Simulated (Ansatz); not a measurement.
Mulliken charges of H₃InS (`[SH][InH2]`) from PBE/def2-TZVPP in Ansatz (PBE0-D4/def2-TZVP geometry).

```tsv
atom	x (Å)	y (Å)	z (Å)	charge (e)
S1	1.134	-0.941	0.913	-0.382
In2	-0.183	0.616	-0.332	0.494
H3	0.249	-1.944	0.797	0.119
H4	-1.682	0.035	-0.921	-0.116
H5	0.532	2.161	-0.498	-0.115
```

**Question.** By hand: the dipole of these point charges (1 e Å = 4.8032 D).

**Answer.** Σ q r = (-0.360, 0.180, -0.254) e Å, of length 0.476 e Å = 2.29 D.

**Question.** How does the dipole of the full density compare? (Estimate.)

**Answer.** Computed: (-0.244, 0.071, -0.154) e Å, 1.43 D; the point charges give 1.60 times that, at 9° from its direction.

Point charges leave out the atoms' own dipoles, such as those of lone pairs, and Mulliken's split depends on the basis, so the two needn't agree.
